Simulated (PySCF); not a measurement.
Al(Cl)(Br)(NH2) (AlBrClH₂N), SMILES [Cl][Al]([NH2])[Br]. Geometry: TPSSh-D3(BJ)/def2-SVP. One conformer was computed; it need not be the lowest.

Method: TPSSh-D3(BJ)/def2-SVP (PySCF).

Harmonic wavenumbers (cm⁻¹): 127, 160, 205, 358, 365, 409, 548, 690, 866, 1532, 3559, 3651. Rotational constants (GHz): 4.110, 1.326, 1.003; symmetry number 1.

Problem. Work out the zero-point energy and the ideal-gas rigid-rotor harmonic-oscillator thermochemistry at 298.15 K and 1 atm.

Solution. ZPE = ½ Σ hcν = ½ × 12469 cm⁻¹ = 17.82 kcal/mol. H − E(el) = 22.23 kcal/mol. Entropy in cal/(mol K): translation 41.09, rotation 28.47, vibration 11.84, total 81.39. G − E(el) = -2.04 kcal/mol. Cp = 20.76 cal/(mol K). Modes under 150 cm⁻¹ make the vibrational entropy uncertain.
